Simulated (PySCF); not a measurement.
Two species compared at the same levels of theory.

First species: C₇H₁₀ClN₃.
Cartesian coordinates in Å at the GFN2-xTB level; atoms count from 1:
```xyz
21
C7H10ClN3 angstrom
Cl     2.7199   -1.6892   -1.8674
C      2.6233   -0.6054   -0.5744
N      3.6249   -0.1406    0.1122
N      3.1184    0.6823    1.0421
C      1.8277    0.7025    0.9054
N      1.4352   -0.1030   -0.1209
C      0.1015   -0.3756   -0.5960
C     -0.6831    0.9220   -0.8862
C     -1.7712    0.9921    0.1859
C     -2.0986   -0.4752    0.4465
C     -0.7244   -1.1416    0.4588
H      1.1565    1.2751    1.5101
H      0.2209   -0.9692   -1.5063
H     -1.1397    0.8552   -1.8736
H     -0.0294    1.7933   -0.8765
H     -2.6353    1.5653   -0.1443
H     -1.3837    1.4528    1.0957
H     -2.7011   -0.8718   -0.3715
H     -2.6384   -0.6290    1.3791
H     -0.2613   -1.0160    1.4391
H     -0.7710   -2.2069    0.2416
```

Second species: C₇H₁₅OP.
InChI=1S/C7H15OP/c1-3-9(2,8)7-5-4-6-7/h7H,3-6H2,1-2H3/t9-/m1/s1

Levels: PBE0/pcSseg-1 for HOMO energy, LUMO energy and HOMO–LUMO gap. Geometries: GFN2-xTB. Each structure is a single optimised conformer of the isolated species, non-relativistic unless stated; the electronic structure was computed with PySCF and density fitting.

Dipoles, sizes and rotational constants follow the conformer. The torsions of the flexible species, by atom-mapped SMILES:
- `[CH3:1][CH2:2][P@@:3]([CH3:4])(=[O:5])[CH:6]1[CH2:7][CH2:8][CH2:9]1`: C1–C2–P3–C4 -73°, C2–P3–C6–C7 -76°

The conformers of `Clc1nncn1C1CCCC1` aren't listed.

Values for the first species:

- HOMO energy: -7.41 eV
- LUMO energy: 0.12 eV
- HOMO–LUMO gap: 7.53 eV

(1) Estimate the same properties for the second species, and the change in each.

Results:

(1) 
```json
{"property": "HOMO energy", "first": "-7.41 eV", "second": "-7.35 eV", "second less first": "+0.06 eV"}
{"property": "LUMO energy", "first": "0.12 eV", "second": "0.94 eV", "second less first": "+0.82 eV"}
{"property": "HOMO–LUMO gap", "first": "7.53 eV", "second": "8.29 eV", "second less first": "+0.76 eV"}
```

